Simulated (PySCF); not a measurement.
H3Si2, SMILES [Si][SiH3] (connectivity only; charge and spin as stated), charge +1, multiplicity 1. Heavy atoms are numbered as in [Si:1][SiH3:2]. Hydrogens are named by the atom that carries them.

Coordinates come from a PBE0-D3(BJ)/def2-TZVP optimisation. The multiplicity is an assumed one; other spin states were not compared. The isomer is the one that the SMILES or the coordinates give; other isomers of the formula were not compared.

Computed with B3LYP/def2-TZVPD (PySCF).

Mulliken values depend strongly on the basis, most of all with diffuse functions as here. Atomic charges (e), one atom of each kind:

```
atom        Mulliken  IAO
----------  --------  ---
Si1             0.73  [?]
Si2 (SiH3)      0.24  [?]
H on Si2        0.01  [?]
```

Task: What belongs in the gaps? (An estimate is asked for; the answer gives what the named calculation found.)

Result: 
- Si1, IAO: 0.77
- Si2 (SiH3), IAO: 0.36
- H on Si2, IAO: -0.04
